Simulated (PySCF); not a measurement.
Tautomers of CC(N)=S. All species are isolated molecules in the gas phase. One relaxed conformer stands for each flexible species; it need not be the lowest. Strings in code marks are SMILES.

The four lowest singlet excitations (Tamm–Dancoff). Level of theory: r2SCAN-D4/def2-TZVP (PySCF). Excitations are Tamm–Dancoff values on a coarser integration grid. The basis has no diffuse functions, so Rydberg states are missing or too high.

```csv
state,energy (eV),wavelength (nm),oscillator strength
S1,3.58,347,0.000
S2,5.59,222,0.049
S3,6.11,203,0.267
S4,6.56,189,0.000
```

### Question
Say which member gives these states.
A. `C=C(N)S`
B. `CC(N)=S`
C. `[H]/N=C(/C)S` (N–C–S–H torsion 180°)

### Answer
B, `CC(N)=S`
